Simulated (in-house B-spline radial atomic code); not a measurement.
How numerical settings move a run on the krypton ion Kr²⁺, [Ar] 3d10 4s2 4p4. Computed with a B-spline radial code for spherical atoms: Dirac-Hartree-Fock, average of configuration, Fermi nucleus of rms radius 4.1884 fm.

Command:
```bash
python run_scf.py task.json out
```
Settings of the sound reference run:
```
Z                36
electrons        34
configuration    [Ar] 3d10 4s2 4p4
hamiltonian      dirac
method           hf
spin_polarised   False
nucleus          fermi
rms_radius       4.1884
mass_number      84
atomic_mass      83.9115
speed_of_light   137.036
knot_spacing     0.22
spline_order     8
gauss_points     12
box_radius       22.22
max_iterations   70
damping          0.5
damped_steps     3
diis_vectors     10
tolerance        1e-08
start            Thomas-Fermi
```

Run time, properties included: 1.8 s on 1 thread of Arm Neoverse N1, on a shared host.

It converges in 10 iterations to -2787.486914 hartree, with 4p3/2 at -36.4046 eV. The other runs change the listed settings, some to values that make no sense; their results aren't properties of the atom or ion. Radii are in bohr (the nuclear one in fm), a minus after a letter asks for a j subshell, and «unchanged» means within 1e-8 hartree. The run stops when the residual is below 10 × tolerance × max(1, Z/10), or a noise floor if that is larger, and the energy moves by less than 1e-8 × √|E| hartree; so very loose and very tight tolerances often act alike.

```tsv
changed settings	outcome
spline_order = 7	converged in 10 iterations, energy +1.02e-07 hartree from the reference
max_iterations = 50, damped_steps = 8, diis_vectors = 20	converged in 13 iterations, energy unchanged, 4p3/2 level +1.4e-06 eV
spline_order = 4, max_iterations = 75, damping = 0.95, damped_steps = 0	converged in 8 iterations, energy +1.09e-03 hartree from the reference, 4p3/2 level -1.9e-05 eV
spline_order = 10	converged in 10 iterations, energy -1.31e-08 hartree from the reference
first_knot = 0.000278	converged in 10 iterations, energy +8.20e-05 hartree from the reference
box_radius = 1.33	converged in 9 iterations, energy +3.98e+01 hartree from the reference, 4p3/2 level +2.1e+02 eV (the program warns: 4p3/2 has a positive eigenvalue: unbound, held by the box; 4s1/2 has a positive eigenvalue: unbound, held by the box)
box_radius = 3.33	converged in 9 iterations, energy +2.78e-01 hartree from the reference, 4p3/2 level +3.4e+00 eV (the program warns: 4p3/2 reaches the box edge; 3d3/2 reaches the box edge)
box_radius = 88.88	converged in 10 iterations, energy unchanged
box_radius = 0.89	converged in 8 iterations, energy +1.93e+02 hartree from the reference, 4p3/2 level +8.1e+02 eV (the program warns: 4p3/2 has a positive eigenvalue: unbound, held by the box; 3p1/2 has a positive eigenvalue: unbound, held by the box)
electrons = 37, configuration = [Ar] 3d10 4s2 4p7, max_iterations = 75	stopped with error: shell 4p holds at most 6 electrons
spline_order = 6	converged in 10 iterations, energy +1.56e-06 hartree from the reference
box_radius = 2.22	converged in 9 iterations, energy +3.70e+00 hartree from the reference, 4p3/2 level +2.8e+01 eV (the program warns: 4p3/2 reaches the box edge; 3s1/2 reaches the box edge)
first_knot = 2.78e-06	converged in 9 iterations, energy unchanged, 4p3/2 level +1.5e-06 eV
spline_order = 3	converged in 9 iterations, energy +6.77e-02 hartree from the reference, 4p3/2 level +6.6e-04 eV
first_knot = 0.00278	converged in 10 iterations, energy +8.25e-03 hartree from the reference, 4p3/2 level +1.0e-04 eV
first_knot = 0.0833	converged in 10 iterations, energy +7.49e+00 hartree from the reference, 4p3/2 level +3.9e-01 eV
spline_order = 7, box_radius = 1.33, max_iterations = 2, start = bare nucleus	not converged after 2 iterations, last residual 1.9e+00, last energy +8.78e+01 hartree from the reference
box_radius = 4.44	converged in 9 iterations, energy +1.99e-02 hartree from the reference, 4p3/2 level +3.9e-01 eV (the program warns: 4p3/2 reaches the box edge; 4s1/2 reaches the box edge)
```

What happens with spline_order = 10, box_radius = 0.89, max_iterations = 5?

Not converged after 5 iterations, last residual 5.4e-03, last energy +1.93e+02 hartree from the reference.

What happens with first_knot = 0.00833?

Converged in 10 iterations, energy +1.96e-02 hartree from the reference, 4p3/2 level +1.4e-03 eV.

What happens with gauss_points = 5, max_iterations = 12, damping = 0, damped_steps = 1?

Converged in 8 iterations, energy unchanged, 4p3/2 level -1.3e-06 eV.

What happens with first_knot = 0.0278?

Converged in 10 iterations, energy +5.21e-01 hartree from the reference, 4p3/2 level +2.1e-02 eV.
